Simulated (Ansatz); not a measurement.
C$_{3}$H$_{7}$NSi, SMILES `NC1=C[SiH2]C1`, relaxed with RKS PBE0-D4/def2-TZVP in the Gaussian-basis code of Ansatz from a PBE-D4/def2-SVP geometry. The force threshold is 0.005 eV/Å; the program also tests the step.

The species carries charge 0 and has multiplicity 1.

Start:

```xyz
12

N     1.048   -0.618   -1.572
C     0.284   -0.082   -0.570
C    -0.534    1.031   -0.567
Si   -1.053    0.685    1.175
C     0.179   -0.749    0.798
H     1.771   -1.293   -1.327
H     1.220   -0.067   -2.413
H    -0.696    1.737   -1.394
H    -0.648    1.635    2.277
H    -2.476    0.265    1.462
H    -0.229   -1.781    0.765
H     1.134   -0.763    1.367
```

Task: By how much does the energy fall, and how many steps does the optimiser take? (Estimate.)

Result: Ansatz gave: 5.77 kJ/mol, in 7 steps.

Task: Which bonds change most? (Best estimate.)

Result: The calculation gave: Si4–C5 from 1.928 to 1.901 Å; C3–Si4 from 1.850 to 1.828 Å; C2–C3 from 1.381 to 1.360 Å; Si4–H10 from 1.511 to 1.492 Å.

Task: Give the relaxed structure. (An estimate is asked.)

Result: The calculation gave: 
```xyz
12

N     1.028   -0.618   -1.562
C     0.273   -0.081   -0.562
C    -0.530    1.017   -0.560
Si   -1.036    0.672    1.162
C     0.175   -0.746    0.794
H     1.755   -1.263   -1.306
H     1.210   -0.059   -2.377
H    -0.686    1.708   -1.378
H    -0.636    1.619    2.244
H    -2.445    0.270    1.444
H    -0.228   -1.761    0.755
H     1.120   -0.758    1.346
```
